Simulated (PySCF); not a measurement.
H3N, SMILES [NH3+], charge +1, multiplicity 2. Geometry optimised at PBE0-D3(BJ)/def2-TZVPD.

Computed equilibrium geometry at PBE0-D3(BJ)/def2-TZVPD (PySCF confirms it by a frequency run) as bond lengths and angles, and its point group:
point group D3h.
Atoms: N1 H2 H3 H4. Bond lengths (Å): N1–H2 1.024, N1–H3 1.024, N1–H4 1.024. Bond angles (°): H2–N1–H3 120.0, H2–N1–H4 120.0, H3–N1–H4 120.0.
Charge +1, spin multiplicity 2.
